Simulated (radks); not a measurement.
Results of a calculation; reference values are marked as such.
Removal energies from the samarium ion Sm10+, [Kr] 4d10 4f3 5s2 5p1, by Delta-SCF beside the eigenvalue of the level emptied. Level of theory: non-relativistic Kohn-Sham, PBE, spin-polarised, spherical densities, point nucleus (a radial shooting solver on a logarithmic mesh with Libxc functionals). Open shells are filled with parallel spins first.

removed from    final configuration  Delta-SCF (eV)  -eigenvalue (eV)
5p                [Kr] 4d10 4f3 5s2          166.25            158.37
5s            [Kr] 4d10 4f3 5s1 5p1          183.91            175.76
4f            [Kr] 4d10 4f2 5s2 5p1          184.59            170.65
4d             [Kr] 4d9 4f3 5s2 5p1          312.62            297.89
